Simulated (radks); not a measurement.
Spherical quantum dot in the effective-mass picture: electrons in a hard-walled sphere of radius 1.4, all in effective atomic units (hartree* = m*/eps^2 hartree, bohr* = eps/m* bohr), one dielectric constant everywhere. Calculated with a radial shooting solver with Libxc functionals: non-relativistic Kohn-Sham, PBE, spin-polarised, spherical densities. Levels are named by radial order and angular momentum (1s, 1p, 1d, 2s, ...), and open shells are averaged over m.

N = 14, configuration 1s2 1p6 1d(up 5, down 1). This is the lowest configuration that the search found. Occupied and some empty levels:

level    occupation  eigenvalue (hartree*)  <r> (bohr*)
1s up             1                 16.162       0.7987
1s down           1                 16.333       0.7932
1p up             3                 18.152       0.8870
1p down           3                 18.354       0.8848
1d up             5                 21.029       0.9450
1d down           1                 21.247       0.9441
2s up             0                 23.848       0.6659
2s down           0                 23.941       0.6678
1f up             0                 24.679       0.9876
1f down           0                 24.905       0.9872
2p up             0                 28.761       0.7440
2p down           0                 28.883       0.7439

Energy (hartree*): total 173.856, kinetic 89.230, external 0, Hartree 98.906, exchange-correlation -14.280.
